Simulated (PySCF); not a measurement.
A PySCF script (with the pyscf-properties extension) for the NMR shieldings of SMILES [SiH2]1C[C@@H](SC)[SiH2]P1, C$_{3}$H$_{11}$PSSi$_{2}$, on a GFN2-xTB geometry:

```python
import basis_set_exchange as bse
import numpy as np
from pyscf import gto, dft
from pyscf.prop import nmr

atoms = """
C    -2.578870   -0.855366   -0.449647
S    -1.545949   -1.612735    0.833699
C     0.004585   -0.637097    0.741897
C    -0.201709    0.851253    0.970965
Si    1.467533    1.773126    0.788933
P     2.425480    0.739666   -0.964138
Si    1.013642   -0.997911   -0.853548
H    -3.459400   -1.484152   -0.533693
H    -2.874179    0.145664   -0.147713
H    -2.044187   -0.835809   -1.393793
H     0.560730   -1.052366    1.588664
H    -0.893589    1.245655    0.222845
H    -0.655221    1.025930    1.947805
H     1.245357    3.180944    0.459080
H     2.255769    1.643558    2.017503
H     3.435109    0.135935   -0.245221
H     1.657024   -2.303421   -0.731931
H     0.179114   -0.956556   -2.057643
"""
names = dict.fromkeys(["C", "S", "Si", "P", "H"], "pcSseg-1")
basis = {el: gto.basis.parse(bse.get_basis(n, elements=[el], fmt="nwchem")) for el, n in names.items()}
mol = gto.M(atom=atoms, basis=basis, charge=0, verbose=0)
mf = dft.RKS(mol, xc="PBE0")
mf.grids.level = 2
mf.grids.alignment = dft.numint.BLKSIZE   # the property module wants whole blocks of grid points
mf.conv_tol = 1e-9
mf.kernel()

calc = nmr.RKS(mf)   # GIAO
C = mf.mo_coeff
Co = C[:, mf.mo_occ > 0]
resp = mf.gen_response(singlet=True, hermi=2)
def vind(x):   # induced exchange potential for any number of trial vectors
    d = np.einsum("pi,xij,qj->xpq", C, 2 * x.reshape(-1, C.shape[1], Co.shape[1]), Co, optimize=True)
    return np.einsum("xpq,pi,qj->xij", resp(d - d.transpose(0, 2, 1)), C, Co, optimize=True).ravel()
mo1, _ = nmr.rhf.solve_mo1(calc, with_cphf=vind)
sigma = calc.kernel(mo1)
for i, s in enumerate(sigma):   # ppm
    w = np.linalg.eigvalsh((s + s.T) / 2)
    print("%2d %-2s iso %8.1f  s11 %8.1f  s22 %8.1f  s33 %8.1f" % (i, mol.atom_pure_symbol(i), w.mean(), *w))
```

**Question.** What are the results?

**Answer.** 
```
 0 C  iso    172.8  s11    159.8  s22    170.4  s33    188.2
 1 S  iso    542.8  s11    391.1  s22    525.5  s33    711.7
 2 C  iso    151.6  s11    127.9  s22    151.7  s33    175.3
 3 C  iso    169.9  s11    142.6  s22    173.8  s33    193.2
 4 Si iso    381.7  s11    313.6  s22    394.5  s33    437.0
 5 P  iso    663.2  s11    574.1  s22    689.8  s33    725.8
 6 Si iso    391.7  s11    329.6  s22    400.6  s33    444.9
 7 H  iso     29.9  s11     24.6  s22     26.5  s33     38.6
 8 H  iso     29.4  s11     23.9  s22     28.1  s33     36.2
 9 H  iso     29.7  s11     23.7  s22     29.4  s33     36.0
10 H  iso     29.6  s11     24.8  s22     29.3  s33     34.7
11 H  iso     30.6  s11     24.7  s22     31.4  s33     35.5
12 H  iso     30.5  s11     25.3  s22     28.4  s33     37.8
13 H  iso     27.1  s11     22.8  s22     24.8  s33     33.9
14 H  iso     27.1  s11     23.3  s22     24.6  s33     33.5
15 H  iso     31.1  s11     25.4  s22     26.8  s33     41.0
16 H  iso     27.2  s11     23.1  s22     25.3  s33     33.2
17 H  iso     27.4  s11     22.2  s22     27.3  s33     32.6
```

These numbers come from an equivalent density-fitted implementation of the same equations, which agrees with the script to about 0.01 ppm for H and up to a few tenths of a ppm for heavy atoms, so last digits may differ.

Size and cost of the density-fitted run: 202 basis functions, 85 s wall time on 1 thread of an Intel Xeon, shared host; peak memory 0.9 GiB.
